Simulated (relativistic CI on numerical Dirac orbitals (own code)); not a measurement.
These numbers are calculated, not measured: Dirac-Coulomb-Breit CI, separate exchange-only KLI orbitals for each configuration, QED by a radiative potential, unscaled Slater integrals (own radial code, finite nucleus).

Configurations in the expansion (outside the closed core 1s2): 2s²2p⁵, 2s2p⁶, 2p⁶3s, 2p⁶3p, 2p⁶3d, 2s²2p⁴3s, 2s²2p⁴3p, 2s²2p⁴3d, 2s2p⁵3s, 2s2p⁵3p, 2s2p⁵3d, 2s²2p⁴4s, 2s²2p⁴4p, 2s²2p⁴4d, 2s²2p⁴4f, 2s2p⁵4s, 2s2p⁵4p, 2s2p⁵4d, 2s²2p³3s², 2s2p⁵4f, 2s²2p⁴5s, 2s²2p⁴5p, 2s²2p³3s3p, 2s²2p⁴5d, 2s²2p⁴5f, 2s²2p⁴5g, 2s²2p³3p², 2s²2p³3s3d, 2s²2p³3p3d, 2s2p⁴3s², 2s²2p³3d², 2s2p⁴3s3p, 2s2p⁵5s, 2s2p⁵5p, 2s2p⁴3p², 2s2p⁴3s3d. Levels of other configurations are missing.

At this charge energies of transitions that change n are usually good to better than 1 %, and those within a shell (Δn = 0) to a few per cent.

Outline of the computed level scheme of Br XXVII. Lowest level of each configuration: 2s²2p⁵ ²P°3/2 at 0.00 eV; 2s2p⁶ ²S1/2 at 224.73 eV; 2s²2p⁴3s ⁴P5/2 at 1606.87 eV; 2s²2p⁴3p ⁴P°3/2 at 1654.11 eV; 2s²2p⁴3d ⁴D5/2 at 1725.09 eV.

Some strong electric-dipole decays among the lowest 45 levels: 2s²2p⁴3d ²D5/2 → 2s²2p⁵ ²P°3/2 (3.4e+13 s⁻¹); 2s²2p⁴3d ²D3/2 → 2s²2p⁵ ²P°3/2 (2.4e+13 s⁻¹); 2s²2p⁴3d ⁴P1/2 → 2s²2p⁵ ²P°3/2 (2.4e+13 s⁻¹); 2s²2p⁴3d ²D5/2 → 2s²2p⁵ ²P°3/2 (2.3e+13 s⁻¹); 2s²2p⁴3d ⁴F3/2 → 2s²2p⁵ ²P°3/2 (1.9e+13 s⁻¹); 2s²2p⁴3s ²P3/2 → 2s²2p⁵ ²P°3/2 (7.9e+12 s⁻¹); 2s²2p⁴3s ²D3/2 → 2s²2p⁵ ²P°1/2 (5.3e+12 s⁻¹); 2s²2p⁴3s ²P1/2 → 2s²2p⁵ ²P°1/2 (5.1e+12 s⁻¹).

LS names give the leading component of a level, which can be under half, so a name can repeat, a term be missing and a line seem to break the LS rules.
